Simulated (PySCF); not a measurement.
# TlSe and its ions

r²SCAN; Tl cc-pVDZ-PP with ECP60, Se cc-pVDZ-PP with ECP10; scalar-relativistic core potentials (PySCF 2.14). Neutral (UKS): doublet (π ↑), Re = 2.731 Å, ωe = 175 cm⁻¹, De = 2.87 eV, HOMO -5.18 eV, LUMO -4.47 eV.

TlSe⁺ (UKS): triplet (π ↑↑), Re = 3.252 Å, ωe = 87.6 cm⁻¹. The energies at the minima are -545.66717 hartree for TlSe and -545.38366 for TlSe⁺.

(1) Work out the adiabatic ionisation energy, without and with harmonic zero-point energies (1 hartree = 27.2114 eV, 1 eV = 8065.5 cm⁻¹), and the change of the bond length.

Spin–orbit coupling is left out, which matters for elements this heavy, above all for dissociation energies. States were picked by a PBE0 search and need not be the measured ground states.

Answers

(1) At r²SCAN: 0.28351 hartree = 7.715 eV between the minima; the zero-point term (87.6 − 175.0)/2 cm⁻¹ = -0.005 eV makes it 7.709 eV. Re changes by +52.1 pm against the neutral. The electron leaves a π orbital, and the ion is left as a loose complex of an ion and an atom.
